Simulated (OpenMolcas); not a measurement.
A calculation on Co3+.

```yaml
Program: OpenMolcas 26.06
Method: CASSCF
Basis: ANO-RCC-VTZP [6s5p3d2f1g]
Scalar_Hamiltonian: DKH2, point nucleus
Active_space: 6 electrons in 5 orbitals (3d)
State_averaging: 2S+1 = 5 even, 5 roots; 2S+1 = 3 even, 45 roots; 2S+1 = 1 even, 50 roots
Spin-orbit_coupling: state interaction with AMFI integrals over the reference wave functions, term energies averaged over their components
```

Which level of the active space comes out lowest?

3d6 5D4, with 100 % of that term; it is also the measured ground level.

How high does 3d6 3F2(1) lie?

30211 cm-1 above the lowest level; measured 25969 cm-1 above the ground level, so the calculation is off by +16 %.

How high does 3d6 5D2 lie?

1112 cm-1 above the lowest level; measured 1078 cm-1 above the ground level, so the calculation is off by +3 %.

How high does 3d6 3H4 lie?

26421 cm-1 above the lowest level; measured 24272 cm-1 above the ground level, so the calculation is off by +9 %.

The level at 29562 cm-1 has J = 4. What is it made of, and what is its g factor?

94 % 3d6 3F4(1), 5 % 3d6 3G; g = 1.236, against 1.251 from Landé's formula for the pure leading term.

Measured values: Sugar and Corliss, J. Phys. Chem. Ref. Data 10, 1097 (1981).

Without dynamic correlation excited terms often stand tens of per cent too high (terms of higher spin than the ground term too low), and those without a measured partner can miss by more than the paired ones. Measured partners are found by configuration, term and J. A level has none where our copy of the source lacks it or the pairing is in doubt (some pairs that miss far off the trend of their configuration count as doubtful), and it then counts in no deviation. Only configurations of the active space appear.

A number in round brackets counts repeated terms of one configuration in the order of the reference energies.
